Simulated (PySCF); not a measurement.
# Peak assignment

Numbering as in the mapped SMILES `[CH3:1][c:2]1[cH:3][cH:4][p:5][cH:6][c:7]1[CH3:8]`; H(Xn) means a hydrogen on atom n.

PySCF 2.14 calculation with structure optimised with GFN2-xTB and PBE0/pcSseg-1 with gauge-including orbitals; no solvent model, non-relativistic, fast rotation and ring inversion assumed for equivalent nuclei, one computed conformer.

δ = σ(ref) − σ, references computed at the same level: 13C, 1H vs TMS.

Q: Assign these signals to the numbered atoms. 13C{1H} NMR (computed): δ 165.1 (CH), 163.7 (CH), 147.3 (C), 142.9 (C), 140.8 (CH), 27.3 (CH3), 25.7 (CH3).

A: 
| δ (ppm) | atoms | environment | reason |
| --- | --- | --- | --- |
| 165.1 | C6 | aromatic CH | – |
| 163.7 | C4 | aromatic CH | – |
| 147.3 | C7 | substituted aromatic carbon | – |
| 142.9 | C2 | substituted aromatic carbon | – |
| 140.8 | C3 | aromatic CH | – |
| 27.3 | C8 | methyl carbon on an aromatic ring | a saturated carbon with 1 carbon neighbour and no heteroatom attached |
| 25.7 | C1 | methyl carbon on an aromatic ring | – |

C6 and C4; C8 and C1 lie closer than the usual error of such a calculation, so a measured spectrum could show them in the other order.

Q: Assign these signals to the numbered atoms. 1H NMR (400 MHz, computed): δ 9.02 (m, 1H), 9.00 (m, 1H), 8.06 (m, 1H), 2.52 (s, 3H), 2.48 (s, 3H).

A: 
| δ (ppm) | atoms | environment | reason |
| --- | --- | --- | --- |
| 9.02 | H(C4) | hydrogen on an aromatic CH | the ring current deshields protons in the ring plane |
| 9.00 | H(C6) | hydrogen on an aromatic CH | – |
| 8.06 | H(C3) | hydrogen on an aromatic CH | – |
| 2.52 | H(C8) | hydrogen on a methyl carbon on an aromatic ring | benzylic-type position, deshielded by the ring |
| 2.48 | H(C1) | hydrogen on a methyl carbon on an aromatic ring | – |

H(C4) and H(C6); H(C8) and H(C1) lie closer than the usual error of such a calculation, so a measured spectrum could show them in the other order.

Splittings by 31P in the carbon and heteronuclear signals aren't shown, as no couplings were computed. Shifts are as computed. Against solution values, carbons near 30 ppm lie about +3 ppm off and those near 130 ppm about +5 ppm. Of 1211 compounds with measured shifts, 218 miss one by over three times the rms of a fit or turn the order of signals round; such compounds aren't used in these exercises. Multiplicities follow the n + 1 count of equivalent neighbours, as no J values were calculated; m marks all less simple cases, F and P coupling included.
